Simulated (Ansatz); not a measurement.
Cost and result for the atomization energy of CH₆AlFOSi (11 atoms, 11 bonds).

```xyz
11

O     1.207    0.166   -0.089
C     0.437   -0.458    0.997
Si   -1.298   -0.544    0.159
F    -1.608   -2.091   -0.188
Al   -0.092    0.905   -1.425
H     2.052    0.524    0.201
H     0.454    0.202    1.867
H     0.901   -1.413    1.248
H    -2.315   -0.166    1.182
H    -0.132    2.467   -1.098
H     0.393    0.409   -2.855
```

Total charge 0; spin multiplicity 1. The bonds changed during the relaxation, so this is another structure than the one it started from. The geometry is a stationary point of PBE0-D4/def2-TZVP. It is one conformer, not always the lowest. Program: Ansatz. All runs use 4 threads of an Arm Neoverse V1 on a shared host. Times are those of one run each, without the atoms' runs, and a repeat can differ threefold. Electronic energies, without spin–orbit coupling; frozen cores. CCSD(T)/CBS adds CCSD(T) − MP2 in def2-TZVPP to the MP2 limit, and its time is that of the two runs behind it. T1 = 0.012. B3LYP takes the VWN-RPA correlation (the form of Gaussian; ORCA's B3LYP/G).

CCSD(T)/CBS is a level of theory with its own doubt, some kJ/mol a heavy atom from the limit and from the frozen cores, so smaller differences don't rank the functionals.

| level | functions | wall time | atomization (kJ/mol) | difference from CCSD(T)/CBS | per bond |
| --- | --- | --- | --- | --- | --- |
| PBE-D4/def2-TZVPP (with forces) | 261 | 2.9 s | 3741.6 | 11.1 | 1.0 |
| PBE0-D4/def2-TZVPP | 261 | 3.6 s | 3682.5 | -48.0 | -4.4 |
| B3LYP-D4/def2-TZVPP (with forces) | 261 | 5.5 s | 3698.9 | -31.6 | -2.9 |
| r2SCAN-D4/def2-TZVPP (with forces) | 261 | 6 s | 3721.9 | -8.6 | -0.8 |
| B2PLYP/def2-TZVPP | 261 | 6.5 s | 3662.7 | -67.8 | -6.2 |
| ωB97X-V/def2-TZVPP | 261 | 9.5 s | 3737.1 | 6.6 | 0.6 |
| ωB97M-V/def2-TZVPP (with forces) | 261 | 14 s | 3725.2 | -5.3 | -0.5 |
| MP2/def2-QZVPP | 491 | 30 s | 3740.9 | 10.4 | 0.9 |
| CCSD(T)/def2-TZVPP | 261 | 3 min | 3624.9 | -105.6 | -9.6 |
| CCSD(T)/CBS(def2) | – | 3.5 min | 3730.5 | 0.0 | 0.0 |

The D4 term adds +37.5 kJ/mol with B3LYP and +19.6 kJ/mol with PBE0; it sums over pairs of atoms, weighted by their polarisabilities, and B3LYP, whose exchange is more repulsive, gets the larger term. From PBE to PBE0 (25 % exact exchange), in def2-TZVPP and without D4, the atomization energy moves by −55.6 kJ/mol: exact exchange takes away binding that semilocal exchange gives to molecules. In def2-TZVPP, CCSD(T) changes the Hartree–Fock value by +912.2 kJ/mol (the triples alone add +49.5 kJ/mol) and MP2 by +964.7 kJ/mol; breaking electron pairs costs correlation energy, which Hartree–Fock lacks.
